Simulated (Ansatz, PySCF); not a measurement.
HI3Si. Atoms are numbered in the order given.

```xyz
5

Si     0.0000     0.0000     0.6900
I     -2.0237    -1.1684    -0.0745
I      0.0000     2.3368    -0.0745
I      2.0237    -1.1684    -0.0745
H      0.0000     0.0000     2.1866
```

Geometry optimised at PBE-D3(BJ)/def2-SVP. The def2 effective core potentials stand for the cores of I; spin–orbit coupling is left out.

Vertical ionisation energy (IE) and electron affinity (EA) in eV. Rows of orbital energies are one-electron estimates. Where ΔSCF, EOM or ADC give a negative EA the extra electron is unbound and the value depends on the basis.

| level | IE | EA |
|---|---|---|
| −ε(HOMO), −ε(LUMO), r2SCAN/def2-TZVP (PySCF) | 6.86 | 2.84 |
| −ε(HOMO), −ε(LUMO), PBE/def2-TZVP (PySCF) | 6.55 | 3.02 |
| ΔSCF, PBE0/def2-SVPD (Ansatz), final states of multiplicity 2 and 2 | 9.37 | 0.96 |
| ΔSCF, PBE/def2-SVPD (Ansatz), final states of multiplicity 2 and 2 | … | … |

Task: What belongs in the gaps? (Estimate from the structure and the level; the computed values follow.)

Result: 
- ΔSCF, PBE/def2-SVPD (Ansatz, an electronic-structure program), final states of multiplicity 2 and 2, IE: 8.93
- ΔSCF, PBE/def2-SVPD (Ansatz), final states of multiplicity 2 and 2, EA: 1.01

Task: What vertical singlet–triplet gap does ΔSCF give with PBE0/def2-SVPD (Ansatz) and with PBE/def2-SVPD (Ansatz)? (The exact figures need the calculation; the answer reports its results.)

Result: 3.90 and 3.46 eV (triplet above singlet where positive).
